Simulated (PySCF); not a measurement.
Do core-level shifts follow atomic charges?

C4H4F2S.
Atom-mapped SMILES: `[F:1][CH2:2][S:3][C:4]1=[C:5]([F:6])[CH2:7]1`

Cartesian coordinates in Å at the GFN2-xTB level; atoms count from 1:
```
atom  x, y, z in Å
F1     1.8081   -1.4714   -0.5646
C2     1.9557   -0.1859   -0.1507
S3     1.0390    0.1292    1.3942
C4    -0.5452    0.1550    0.7316
C5    -1.8403    0.1478    0.8202
F6    -2.9366    0.1558    1.5508
C7    -1.3262    0.1943   -0.5792
H8     3.0142   -0.0134    0.0558
H9     1.5774    0.4669   -0.9411
H10   -1.3630   -0.6960   -1.1986
H11   -1.3776    1.1203   -1.1445
```

Binding energies: delta-SCF UKS SCAN, pcX-2 on the ionised atom, pcseg-1 elsewhere, spin-free X2C (PySCF 2.14.0). Charges: PBE0/pcSseg-1 ground-state density, for the ionised atom.

```json
{"atom": "C7", "environment": "allylic carbon", "C 1s (eV)": "291.45", "Mulliken (e)": "-0.181", "IAO (e)": "-0.272", "Hirshfeld (e)": "-0.086", "ESP (e)": "-0.369"}
{"atom": "C4", "environment": "fully substituted alkene carbon", "C 1s (eV)": "291.47", "Mulliken (e)": "-0.253", "IAO (e)": "-0.215", "Hirshfeld (e)": "-0.058", "ESP (e)": "-0.040"}
{"atom": "C5", "environment": "vinylic C–F carbon", "C 1s (eV)": "292.72", "Mulliken (e)": "+0.236", "IAO (e)": "+0.270", "Hirshfeld (e)": "+0.069", "ESP (e)": "+0.258"}
{"atom": "C2", "environment": "sp3 C–F carbon", "C 1s (eV)": "293.94", "Mulliken (e)": "+0.058", "IAO (e)": "-0.045", "Hirshfeld (e)": "+0.023", "ESP (e)": "-0.093"}
```

Q: Give the correlation coefficient and slope of binding energy on charge for each scheme.

A: Hirshfeld: r = 0.76, slope 12.5 eV per e; Mulliken: r = 0.71, slope 3.8 eV per e; IAO: r = 0.54, slope 2.7 eV per e; ESP: r = 0.35, slope 1.6 eV per e. Hirshfeld charges have the highest r, on only 4 points.

Q: The point-charge model writes a binding energy as kq + V + constant, with V the potential of the other atoms' charges at the site. What does it give with the Mulliken charges?

A: V = Σ 14.40 eV Å × q/r over all other atoms: +2.89 eV at C7, +2.53 eV at C4, -4.56 eV at C5, +0.62 eV at C2. Fitting binding energy − V to q gives k = 18.0 eV per e and leaves an rms residual of 0.65 eV, against 0.72 eV for the fit on q alone. The model has no term for differences in relaxation between sites.

The structure is a single GFN2-xTB conformer in the gas phase; no vibrational or solvent corrections.
